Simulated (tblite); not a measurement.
GeH₁₂N₂Si₃.
Bonds: N1–Ge2, Ge2–Si3, Si3–N4, N4–Si5, N4–Si6. Hydrogens: H7, H8 on N1; H9, H10 on Ge2; H11, H12 on Si3; H13, H14, H15 on Si5; H16, H17, H18 on Si6.

Computed with GFN2-xTB (tblite), gas phase: L-BFGS steps from a force-field or distance-geometry start until the largest atomic force falls under 0.01 eV/Å.

Step 15: E = -521.1319 eV
```
atom  x, y, z in Å  |  force x, y, z in eV/Å
N1      3.5050    0.0276   -0.3481    0.028   0.055  -0.013
Ge2     2.1077    0.8479    0.4848   -0.032  -0.034  -0.064
Si3     0.2639    0.1948   -0.8081   -0.038   0.076   0.008
N4     -1.2399   -0.1079    0.0215   -0.009  -0.018  -0.153
Si5    -1.5343   -1.6294    0.8150    0.004   0.053   0.080
Si6    -2.5950    0.9251   -0.3417    0.045   0.041   0.138
H7      3.3624   -0.8467   -0.8313   -0.023  -0.008   0.115
H8      4.3787   -0.0105    0.1545    0.065  -0.050  -0.060
H9      2.5568    2.3026    0.3820   -0.103   0.003  -0.011
H10     2.2658    0.6408    2.0011   -0.124  -0.088  -0.054
H11     0.5821   -1.0483   -1.5257    0.098  -0.036  -0.013
H12    -0.0012    1.2015   -1.8454    0.045   0.012   0.064
H13    -0.2792   -2.3618    0.8532    0.177  -0.083  -0.028
H14    -2.5516   -2.3887    0.0899   -0.019  -0.028  -0.040
H15    -1.9755   -1.3566    2.1762   -0.075   0.065   0.122
H16    -3.7415    0.4653    0.4283   -0.058  -0.082   0.022
H17    -2.2690    2.2872    0.0564    0.105   0.132   0.031
H18    -2.8440    0.8633   -1.7743   -0.087  -0.011  -0.143
```

Step 16: E = -521.1387 eV
```
atom  x, y, z in Å  |  force x, y, z in eV/Å
N1      3.5046    0.0293   -0.3503    0.006   0.053   0.013
Ge2     2.1022    0.8512    0.4847    0.098  -0.096  -0.083
Si3     0.2692    0.1937   -0.8092   -0.085   0.080   0.043
N4     -1.2371   -0.1119    0.0126   -0.098  -0.025  -0.136
Si5    -1.5337   -1.6295    0.8135    0.030   0.001   0.105
Si6    -2.5943    0.9235   -0.3435    0.023   0.066   0.115
H7      3.3633   -0.8514   -0.8238   -0.048   0.017   0.115
H8      4.3800   -0.0101    0.1506    0.038  -0.019  -0.050
H9      2.5534    2.3037    0.3845   -0.099   0.011  -0.007
H10     2.2573    0.6328    1.9974   -0.122  -0.076  -0.031
H11     0.5898   -1.0413   -1.5295    0.117  -0.113  -0.045
H12     0.0028    1.1986   -1.8402    0.027   0.083  -0.008
H13    -0.2738   -2.3614    0.8559    0.111  -0.045  -0.028
H14    -2.5517   -2.4031    0.0985    0.021   0.016  -0.024
H15    -1.9762   -1.3462    2.1750   -0.057   0.052   0.076
H16    -3.7439    0.4689    0.4309   -0.004  -0.074  -0.005
H17    -2.2598    2.2847    0.0587    0.094   0.094   0.018
H18    -2.8610    0.8749   -1.7776   -0.053  -0.024  -0.068
```

**Question.** Estimate the geometry and energy of step 17. (The exact step hangs on the optimiser's Hessian estimate; all steps are aligned on step 16, rigid shifts and turns removed.)

**Answer.** E = -521.1452 eV, largest force 0.221 eV/Å
```
atom  x, y, z in Å  |  force x, y, z in eV/Å
N1      3.5061    0.0319   -0.3528    0.006   0.032   0.023
Ge2     2.0992    0.8525    0.4821    0.174  -0.118  -0.069
Si3     0.2728    0.1938   -0.8086   -0.094   0.028   0.032
N4     -1.2351   -0.1141    0.0058   -0.164  -0.048  -0.093
Si5    -1.5319   -1.6287    0.8151    0.054  -0.051   0.103
Si6    -2.5931    0.9239   -0.3428   -0.022   0.086   0.041
H7      3.3627   -0.8548   -0.8150   -0.069   0.027   0.100
H8      4.3831   -0.0124    0.1460    0.016   0.017  -0.034
H9      2.5452    2.3055    0.3846   -0.089   0.010   0.001
H10     2.2457    0.6237    1.9920   -0.111  -0.062  -0.011
H11     0.5984   -1.0375   -1.5316    0.115  -0.128  -0.049
H12     0.0072    1.1976   -1.8341    0.008   0.142  -0.073
H13    -0.2670   -2.3626    0.8563    0.025   0.006  -0.020
H14    -2.5513   -2.4105    0.1029    0.068   0.058   0.006
H15    -1.9788   -1.3387    2.1771   -0.028   0.037   0.019
H16    -3.7463    0.4685    0.4319    0.051  -0.053  -0.028
H17    -2.2516    2.2861    0.0604    0.076   0.043   0.006
H18    -2.8741    0.8821   -1.7809   -0.015  -0.025   0.044
```

The energy changes by -0.0065 eV. The first-order estimate −F·Δx gives -0.0089 eV and the mean of the old and new forces, exact on a quadratic surface, -0.0066 eV. The step makes an angle of 59° with the force vector and moves no atom by more than 0.016 Å.

What follows is the cost of the whole relaxation. Time: 4.2 s. Hardware: one thread, Intel Xeon at 2.50 GHz (x86_64), no GPU, shared host.
